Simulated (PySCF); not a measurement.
A species of formula C7H13Al has this rotational fingerprint, computed with PBE0-D3(BJ)/def2-SVP geometry optimisation, gas phase in PySCF 2.14.0:

| Quantity | Value |
| --- | --- |
| Rotational constants | A = 2247, B = 1123, C = 1006 MHz |
| Dipole components | \|μa\| = 0.29 D, \|μb\| = 0.37 D, \|μc\| = 0.83 D |
| Inertial defect | -172.54 u·Å² |
| κ | -0.81 |

Question: Which candidate fits, each taken in the one conformer that was computed?
A. `[CH:1]#[C:2][AlH:3][C:4]([CH3:5])([CH3:6])[CH2:7][CH3:8]` with C2–Al3–C4–C5 57°, Al3–C4–C7–C8 -49°
B. `[CH2:1]=[CH:2][AlH:3][CH:4]1[CH2:5][CH2:6][CH2:7][CH2:8]1` with C1–C2–Al3–C4 179°, C2–Al3–C4–C5 -114°, Al3–C4–C5–C6 -166°, C4–C5–C6–C7 29°, C5–C6–C7–C8 -5°, C6–C7–C8–C4 -20°
C. `[CH2:1]1[CH2:2][CH:3]([AlH:4][CH:5]2[CH2:6][CH2:7]2)[CH2:8]1` with C2–C3–Al4–C5 -177°, C3–Al4–C5–C6 40°, C8–C1–C2–C3 -20°, C1–C2–C3–Al4 -95°, Al4–C5–C6–C7 -109°, C2–C3–C8–C1 -19°
D. `[CH2:1]=[C:2]([CH3:3])[C@H:4]1[CH2:5][CH2:6][AlH:7][CH2:8]1` with C1–C2–C4–C5 -11°, C2–C4–C5–C6 -179°, C4–C5–C6–Al7 -39°, C5–C6–Al7–C8 14°, C6–Al7–C8–C4 11°

Answer: A. It is C#[C][AlH][C](C)(C)CC, an asymmetric top, point group C1. The candidates at the same level (rigid rotor, commonest isotopes):

| SMILES | A (MHz) | B (MHz) | C (MHz) | μa (D) | μb (D) | μc (D) | Δ (u·Å²) | point group | rotor |
| --- | --- | --- | --- | --- | --- | --- | --- | --- | --- |
| C=C(C)[C@H]1C[CH2][AlH][CH2]1 | 3291 | 1076 | 887.7 | 0.28 | 0.34 | 0.26 | -54.12 | C1 | asymmetric top |
| C#[C][AlH][C](C)(C)CC | 2247 | 1123 | 1006 | 0.29 | 0.37 | 0.83 | -172.54 | C1 | asymmetric top |
| C1C[CH]([AlH][CH]2CC2)C1 | 3698 | 900.9 | 835.0 | 0.34 | 0.61 | 0.36 | -92.43 | C1 | near-prolate asymmetric top |
| C=[CH][AlH][CH]1CCCC1 | 5222 | 692.2 | 657.6 | 0.05 | 0.14 | 0.74 | -58.36 | C1 | near-prolate asymmetric top |

`C=[CH][AlH][CH]1CCCC1` has A 132 % too high; `C1C[CH]([AlH][CH]2CC2)C1` has A 65 % too high; `C=C(C)[C@H]1C[CH2][AlH][CH2]1` has A 46 % too high. No structure here is proved a minimum.
